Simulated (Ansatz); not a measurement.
An input meant for C6H16Si⁺, that is SiHMe2(nBu) with one electron fewer (charge 1, doublet; atoms displaced at random, 0.08 Å in each coordinate).

```yaml
crystal:
  periodic: [false, false, false]
  atoms:
    - {symbol: Si, position_ang: [0.913227, 1.356252, 0.395345]}
    - {symbol: H, position_ang: [1.129434, 1.330139, 1.840571]}
    - {symbol: C, position_ang: [2.574070, 1.463583, -0.538617]}
    - {symbol: H, position_ang: [3.339959, 0.702585, -0.258946]}
    - {symbol: H, position_ang: [3.146800, 2.473841, -0.140922]}
    - {symbol: H, position_ang: [2.581744, 1.622888, -1.590152]}
    - {symbol: C, position_ang: [-0.024505, 2.799027, 0.030522]}
    - {symbol: H, position_ang: [0.485359, 3.732235, 0.195855]}
    - {symbol: H, position_ang: [-1.026261, 2.756173, 0.651664]}
    - {symbol: H, position_ang: [-0.176134, 2.989134, -1.185452]}
    - {symbol: C, position_ang: [0.223636, -0.255601, -0.170951]}
    - {symbol: C, position_ang: [-1.290677, -0.645559, 0.372568]}
    - {symbol: C, position_ang: [-1.954463, -1.889972, -0.078364]}
    - {symbol: C, position_ang: [-1.088259, -3.310954, 0.338682]}
    - {symbol: H, position_ang: [0.160805, -0.244497, -1.413742]}
    - {symbol: H, position_ang: [0.880718, -1.099405, 0.097973]}
    - {symbol: H, position_ang: [-0.993481, -0.526865, 1.463056]}
    - {symbol: H, position_ang: [-1.921430, 0.335788, 0.319355]}
    - {symbol: H, position_ang: [-2.854650, -1.955451, 0.440533]}
    - {symbol: H, position_ang: [-2.048336, -1.766661, -1.247117]}
    - {symbol: H, position_ang: [-1.532430, -4.001269, -0.143796]}
    - {symbol: H, position_ang: [-0.035000, -3.142522, -0.132919]}
    - {symbol: H, position_ang: [-0.931230, -3.221582, 1.510242]}
basis:
  gaussian: {orbitals: def2-mTZVP, fitting: {mean_field: def2-universal-jkfit}}
total_charge: 1
magnetization: {spin_polarized: true, initial_magnetization: 1}
hamiltonian: {xc: {name: HF}}
correlation: {method: mp2, frozen_orbitals: {Si: 9}}
accuracy: high
scf: {omitted_lower_state_checks: [starts]}
```

```sh
$ ansatz run in.yaml --threads 4 --pin off --events-out ev --progress --plain --max-ram 4787MiB
```

It prints (some lines left out):

```
Functional definition: HF
Error: "frozen_orbitals" has no count for H
```

Q: Something in this input is off. What?

A: Frozen orbitals are typed for one element alone, and the program wants a count for each (the count typed has to fit that element's core, too). The program refused the input.
